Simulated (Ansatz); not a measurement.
H$_{6}$Ge$_{2}$, charge -1, doublet, geometry from GFN2-xTB (a state made from the parent by changing its charge; the spin is typed, not shown lowest) (a gas-phase anion, which may not be bound at this level); R2SCAN/STO-3G (Ansatz, an electronic-structure program).

Here is a job for Ansatz.
Ansatz 0.2 input:
```yaml
crystal:
  periodic: [false, false, false]
  atoms:
    - {symbol: Ge, position_ang: [-1.23522005, 0.51292370, -0.12591087]}
    - {symbol: Ge, position_ang: [1.23525908, -0.51205515, 0.12902469]}
    - {symbol: H, position_ang: [-1.92530595, -0.60516687, -1.02753875]}
    - {symbol: H, position_ang: [-2.47835897, 1.61253592, -0.42053532]}
    - {symbol: H, position_ang: [-1.94017119, -0.02486483, 1.19983024]}
    - {symbol: H, position_ang: [2.47831690, -1.61347220, 0.41717868]}
    - {symbol: H, position_ang: [1.96734679, 0.62962708, 0.96829304]}
    - {symbol: H, position_ang: [1.89692349, -0.02645262, -1.23686999]}
basis:
  gaussian:
    orbitals: STO-3G
hamiltonian:
  xc: r2scan
total_charge: -1
magnetization: {spin_polarized: true, initial_magnetization: 1}
accuracy: high
```

Output, abridged:

```
Functional definition: r2SCAN
599 factors; integrals over basis functions are off by at most 9.8e-9 eV
mean field evaluation 1: about -111760.3343 eV, gradient 1.1e2 eV
mean field evaluation 2: about -111793.1059 eV, gradient 5.9e1 eV
mean field evaluation 4: about -111828.8102 eV, gradient 6.1e0 eV
mean field evaluation 8: about -111829.1786 eV, gradient 1.7e-1 eV
mean field evaluation 16: about -111829.1790 eV, gradient 1.7e-4 eV
mean field -111829.17900261 eV, -4109.6465278060 hartree, gradient 4.3e-8 eV, S^2 0.754426; 0 other end points of the search recorded, 0 dependent functions left out
reference -111829.17900382 eV, -4109.6465278503 hartree; 36, 35 occupied and 6, 7 virtual orbitals, 599 factors
Total energy: -111829.17900382 eV, -4109.6465278503 hartree
```
